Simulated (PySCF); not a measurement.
BH₃NSi, BFH₂NSi, BFHNSi, AlBH₃N₂ and others (calculated)

Calculation on a computer-drawn molecule: the log of a Hartree-Fock and frozen-core CCSD(T) single point meant for a local Hartree-Fock minimum, with one planted fault or none, to be diagnosed. Offsets are logged minus clean, where the clean run is the same molecule without the fault. The reference is restricted for singlets and unrestricted otherwise, and also for a bond in bohr or an excited solution. Adding or removing an electron swaps singlet and doublet. The excited solution moves the top pair (singlet) or top alpha electron (doublet) to the lowest empty orbital. Highest occupied and lowest empty are orbital energies over both spins, largest force is the largest gradient component, triples share is (T) over the correlation energy, the T1 limit is 0.02 restricted and 0.045 unrestricted, electrons count all cores, a negative frequency is imaginary (commonest isotopes), and the dipole is about the centre of nuclear charge. Program: PySCF 2.14.0.

Common to all runs: logged SCF converged yes; possible faults no fault, one electron removed, one electron added, multiplicity raised by two, geometry at a saddle point, SCF held on an excited solution, minimal basis STO-3G, one bond length entered in bohr, all coordinates scaled.

(1) 
```xyz
6
formula=BH3NSi meant_charge=-1 meant_multiplicity=1 meant_basis=aug-cc-pV(D+d)Z logged_electrons=30 logged_basis_functions=105 logged_spin_squared=0 logged_highest_occupied=-0.87488 logged_lowest_empty=3.6853 logged_largest_force=1.813e-05 logged_lowest_frequency=-698.96 logged_T1_diagnostic=0.015568 logged_D1_diagnostic=0.038741 logged_triples_share=0.042549 logged_CC_converged=yes logged_dipole_magnitude=2.8772 logged_SCF_stable_within_its_kind=yes logged_energy_HF=-369.78712 logged_energy_CCSD(T)=-370.21255 planted_fault=geometry_at_a_saddle_point HF_energy_offset_from_clean_run=21 CCSD(T)_energy_offset_from_clean_run=18.87
N      1.8911     0.1459     0.0000
B      0.6401     0.0493     0.0000
Si    -1.2903    -0.0995     0.0000
H      2.8684     0.2212     0.0000
H     -1.9577    -1.4156     0.0000
H     -2.1516     1.0987     0.0000
```

Units: logged_highest_occupied, logged_lowest_empty in eV; logged_largest_force in hartree/bohr; logged_lowest_frequency in cm⁻¹; logged_dipole_magnitude in debye; logged_energy_HF, logged_energy_CCSD(T) in hartree; HF_energy_offset_from_clean_run, CCSD(T)_energy_offset_from_clean_run in kcal/mol.

Drawn bonds:
```
atom  other atom  order
   1           2      2
   2           3      1
   1           4      1
   3           5      1
   3           6      1
```

(2) 
```xyz
6
formula=BH3NSi meant_charge=-1 meant_multiplicity=1 meant_basis=aug-cc-pV(D+d)Z logged_electrons=30 logged_basis_functions=22 logged_spin_squared=0 logged_highest_occupied=2.6097 logged_lowest_empty=17.246 logged_largest_force=0.075988 logged_T1_diagnostic=0.019622 logged_D1_diagnostic=0.053108 logged_triples_share=0.037224 logged_CC_converged=yes logged_dipole_magnitude=3.0608 logged_SCF_stable_within_its_kind=yes logged_energy_HF=-365.25248 logged_energy_CCSD(T)=-365.43061 planted_fault=minimal_basis_STO-3G HF_energy_offset_from_clean_run=2867 CCSD(T)_energy_offset_from_clean_run=3020
N     -1.4957     2.3025    -1.8096
B     -0.6792     1.9454    -0.9293
Si     0.7536     1.5295     0.4749
H     -2.1795     2.5071    -2.4829
H      1.0465     0.1040     0.0009
H     -0.2151     1.1698     1.6040
```

Units: logged_highest_occupied, logged_lowest_empty in eV; logged_largest_force in hartree/bohr; logged_dipole_magnitude in debye; logged_energy_HF, logged_energy_CCSD(T) in hartree; HF_energy_offset_from_clean_run, CCSD(T)_energy_offset_from_clean_run in kcal/mol.

Drawn bonds:
```
atom  other atom  order
   1           2      2
   2           3      1
   1           4      1
   3           5      1
   3           6      1
```

Notes: highest electron not bound in this basis.

(3) 
```xyz
6
formula=BFH2NSi meant_charge=0 meant_multiplicity=2 meant_basis=cc-pV(D+d)Z logged_electrons=37 logged_basis_functions=75 logged_spin_squared=0.7557 logged_highest_occupied=-9.5195 logged_lowest_empty=1.0481 logged_largest_force=0.028521 logged_T1_diagnostic=0.01728 logged_D1_diagnostic=0.054723 logged_triples_share=0.028217 logged_CC_converged=yes logged_dipole_magnitude=1.6029 logged_SCF_stable_within_its_kind=yes logged_energy_HF=-468.70307 logged_energy_CCSD(T)=-469.24497 planted_fault=all_coordinates_scaled,by_-1.8_% HF_energy_offset_from_clean_run=1.562 CCSD(T)_energy_offset_from_clean_run=3.782
N     -2.4737    -1.0784    -1.9599
B     -1.4026    -1.0672    -1.4076
Si     0.3537    -1.1660    -0.5391
F      0.2812    -0.4637     0.8863
H     -3.3383    -1.0715    -2.3956
H      1.3884    -0.5050    -1.3085
```

Units: logged_highest_occupied, logged_lowest_empty in eV; logged_largest_force in hartree/bohr; logged_dipole_magnitude in debye; logged_energy_HF, logged_energy_CCSD(T) in hartree; HF_energy_offset_from_clean_run, CCSD(T)_energy_offset_from_clean_run in kcal/mol.

Drawn bonds:
```
atom  other atom  order
   1           2      2
   2           3      1
   3           4      1
   1           5      1
   3           6      1
```

(4) 
```xyz
5
formula=BFHNSi meant_charge=0 meant_multiplicity=1 meant_basis=cc-pV(D+d)Z logged_electrons=37 logged_basis_functions=70 logged_spin_squared=0.7721 logged_highest_occupied=-1.0853 logged_lowest_empty=7.6954 logged_largest_force=0.038126 logged_T1_diagnostic=0.017986 logged_D1_diagnostic=0.048714 logged_triples_share=0.028672 logged_CC_converged=yes logged_dipole_magnitude=3.01 logged_SCF_stable_within_its_kind=yes logged_energy_HF=-468.12391 logged_energy_CCSD(T)=-468.66613 planted_fault=one_electron_added HF_energy_offset_from_clean_run=-9.733 CCSD(T)_energy_offset_from_clean_run=-7.423
N     -0.4658    -0.2259     3.0069
B      0.2852    -0.4717     2.0640
Si     1.6244    -0.7439     0.5093
F      1.0477    -2.1737    -0.0164
H     -1.0825    -0.0546     3.7572
```

Units: logged_highest_occupied, logged_lowest_empty in eV; logged_largest_force in hartree/bohr; logged_dipole_magnitude in debye; logged_energy_HF, logged_energy_CCSD(T) in hartree; HF_energy_offset_from_clean_run, CCSD(T)_energy_offset_from_clean_run in kcal/mol.

Drawn bonds:
```
atom  other atom  order
   1           2      2
   2           3      1
   3           4      1
   1           5      1
```

(5) 
```xyz
7
formula=AlBH3N2 meant_charge=1 meant_multiplicity=1 meant_basis=cc-pV(D+d)Z logged_electrons=34 logged_basis_functions=80 logged_spin_squared=0 logged_highest_occupied=-10.076 logged_lowest_empty=-10.609 logged_largest_force=0.42578 logged_CC_converged=no logged_dipole_magnitude=7.8792 logged_SCF_stable_within_its_kind=no logged_energy_HF=-376.54623 planted_fault=SCF_held_on_an_excited_solution HF_energy_offset_from_clean_run=310.1
N     -1.9071     1.2092    -2.3070
B     -1.5824     0.6175    -1.2958
Al    -1.0355    -0.3789     0.4074
N     -0.5791    -1.2106     1.8287
H     -2.1721     1.6921    -3.1323
H      0.2345    -1.0080     2.3878
H     -1.0810    -1.9813     2.2407
```

Units: logged_highest_occupied, logged_lowest_empty in eV; logged_largest_force in hartree/bohr; logged_dipole_magnitude in debye; logged_energy_HF in hartree; HF_energy_offset_from_clean_run in kcal/mol.

Drawn bonds:
```
atom  other atom  order
   1           2      2
   2           3      1
   3           4      1
   1           5      1
   4           6      1
   4           7      1
```

Notes: CCSD not converged.

(6) 
```xyz
7
formula=AlBH3N2 meant_charge=1 meant_multiplicity=1 meant_basis=cc-pV(D+d)Z logged_electrons=34 logged_basis_functions=80 logged_spin_squared=1.0619 logged_highest_occupied=-14.593 logged_lowest_empty=-6.4156 logged_largest_force=0.016803 logged_T1_diagnostic=0.031474 logged_D1_diagnostic=0.092728 logged_triples_share=0.033609 logged_CC_converged=yes logged_dipole_magnitude=5.746 logged_SCF_stable_within_its_kind=yes logged_energy_HF=-376.94021 logged_energy_CCSD(T)=-377.4053 planted_fault=one_bond_length_entered_in_bohr,row_2_of_the_drawn_bonds HF_energy_offset_from_clean_run=62.91 CCSD(T)_energy_offset_from_clean_run=84.78
N     -1.9071     1.2092    -2.3070
B     -1.5824     0.6175    -1.2958
Al    -0.5490    -1.2655     1.9228
N     -0.0926    -2.0972     3.3441
H     -2.1721     1.6921    -3.1323
H      0.7211    -1.8946     3.9031
H     -0.5945    -2.8679     3.7560
```

Units: logged_highest_occupied, logged_lowest_empty in eV; logged_largest_force in hartree/bohr; logged_dipole_magnitude in debye; logged_energy_HF, logged_energy_CCSD(T) in hartree; HF_energy_offset_from_clean_run, CCSD(T)_energy_offset_from_clean_run in kcal/mol.

Drawn bonds:
```
atom  other atom  order
   1           2      2
   2           3      1
   3           4      1
   1           5      1
   4           6      1
   4           7      1
```

(7) 
```xyz
6
formula=AlBH3N meant_charge=0 meant_multiplicity=1 meant_basis=cc-pV(D+d)Z logged_electrons=29 logged_basis_functions=66 logged_spin_squared=0.766 logged_highest_occupied=-0.19406 logged_lowest_empty=6.8846 logged_largest_force=0.035075 logged_T1_diagnostic=0.017003 logged_D1_diagnostic=0.042463 logged_triples_share=0.033795 logged_CC_converged=yes logged_dipole_magnitude=4.5529 logged_SCF_stable_within_its_kind=yes logged_energy_HF=-322.78933 logged_energy_CCSD(T)=-323.14955 planted_fault=one_electron_added HF_energy_offset_from_clean_run=5.076 CCSD(T)_energy_offset_from_clean_run=-1.414
N      2.1112     1.4236    -0.4067
B      0.9861     1.0002    -0.6784
Al    -0.9470     0.2727    -1.1449
H      3.0112     1.7623    -0.1894
H     -1.2146    -0.4099    -2.5418
H     -2.1154     0.4146    -0.0943
```

Units: logged_highest_occupied, logged_lowest_empty in eV; logged_largest_force in hartree/bohr; logged_dipole_magnitude in debye; logged_energy_HF, logged_energy_CCSD(T) in hartree; HF_energy_offset_from_clean_run, CCSD(T)_energy_offset_from_clean_run in kcal/mol.

Drawn bonds:
```
atom  other atom  order
   1           2      2
   2           3      1
   1           4      1
   3           5      1
   3           6      1
```

(8) 
```xyz
6
formula=AlBH3N meant_charge=0 meant_multiplicity=1 meant_basis=cc-pV(D+d)Z logged_electrons=28 logged_basis_functions=66 logged_spin_squared=0 logged_highest_occupied=-11.224 logged_lowest_empty=0.60806 logged_largest_force=2.006e-05 logged_lowest_frequency=230.77 logged_T1_diagnostic=0.017447 logged_D1_diagnostic=0.043118 logged_triples_share=0.034153 logged_CC_converged=yes logged_dipole_magnitude=0.0091716 logged_SCF_stable_within_its_kind=yes logged_energy_HF=-322.79742 logged_energy_CCSD(T)=-323.1473 planted_fault=no_fault HF_energy_offset_from_clean_run=0 CCSD(T)_energy_offset_from_clean_run=0
N      2.1112     1.4236    -0.4067
B      0.9861     1.0002    -0.6784
Al    -0.9470     0.2727    -1.1449
H      3.0112     1.7623    -0.1894
H     -1.2146    -0.4099    -2.5418
H     -2.1154     0.4146    -0.0943
```

Units: logged_highest_occupied, logged_lowest_empty in eV; logged_largest_force in hartree/bohr; logged_lowest_frequency in cm⁻¹; logged_dipole_magnitude in debye; logged_energy_HF, logged_energy_CCSD(T) in hartree; HF_energy_offset_from_clean_run, CCSD(T)_energy_offset_from_clean_run in kcal/mol.

Drawn bonds:
```
atom  other atom  order
   1           2      2
   2           3      1
   1           4      1
   3           5      1
   3           6      1
```

(9) 
```xyz
7
formula=Al2BH3N meant_charge=1 meant_multiplicity=1 meant_basis=cc-pV(D+d)Z logged_electrons=39 logged_basis_functions=89 logged_spin_squared=0.7614 logged_highest_occupied=-19.263 logged_lowest_empty=-11.18 logged_largest_force=0.086729 logged_T1_diagnostic=0.034732 logged_D1_diagnostic=0.16924 logged_triples_share=0.02795 logged_CC_converged=yes logged_dipole_magnitude=2.6835 logged_SCF_stable_within_its_kind=yes logged_energy_HF=-564.00272 logged_energy_CCSD(T)=-564.33533 planted_fault=one_electron_removed HF_energy_offset_from_clean_run=293.2 CCSD(T)_energy_offset_from_clean_run=331.5
N     -2.4771    -0.2195    -2.1594
B     -2.1803     0.5299    -1.2387
Al    -1.6341     1.6924     0.3981
Al    -0.6461     0.1710     2.4160
H     -2.7307    -0.7900    -2.9274
H     -1.6406     3.2024     0.7768
H     -0.0776    -0.7112     3.5739
```

Units: logged_highest_occupied, logged_lowest_empty in eV; logged_largest_force in hartree/bohr; logged_dipole_magnitude in debye; logged_energy_HF, logged_energy_CCSD(T) in hartree; HF_energy_offset_from_clean_run, CCSD(T)_energy_offset_from_clean_run in kcal/mol.

Drawn bonds:
```
atom  other atom  order
   1           2      2
   2           3      1
   3           4      1
   1           5      1
   3           6      1
   4           7      1
```

(10) 
```xyz
7
formula=Al2BH3N meant_charge=1 meant_multiplicity=1 meant_basis=cc-pV(D+d)Z logged_electrons=40 logged_basis_functions=89 logged_spin_squared=0 logged_highest_occupied=-14.902 logged_lowest_empty=-5.1864 logged_largest_force=1.962e-05 logged_lowest_frequency=68.555 logged_T1_diagnostic=0.019205 logged_D1_diagnostic=0.048286 logged_triples_share=0.035826 logged_CC_converged=yes logged_dipole_magnitude=5.9186 logged_SCF_stable_within_its_kind=yes logged_energy_HF=-564.46995 logged_energy_CCSD(T)=-564.86367 planted_fault=no_fault HF_energy_offset_from_clean_run=0 CCSD(T)_energy_offset_from_clean_run=0
N     -2.4771    -0.2195    -2.1594
B     -2.1803     0.5299    -1.2387
Al    -1.6341     1.6924     0.3981
Al    -0.6461     0.1710     2.4160
H     -2.7307    -0.7900    -2.9274
H     -1.6406     3.2024     0.7768
H     -0.0776    -0.7112     3.5739
```

Units: logged_highest_occupied, logged_lowest_empty in eV; logged_largest_force in hartree/bohr; logged_lowest_frequency in cm⁻¹; logged_dipole_magnitude in debye; logged_energy_HF, logged_energy_CCSD(T) in hartree; HF_energy_offset_from_clean_run, CCSD(T)_energy_offset_from_clean_run in kcal/mol.

Drawn bonds:
```
atom  other atom  order
   1           2      2
   2           3      1
   3           4      1
   1           5      1
   3           6      1
   4           7      1
```
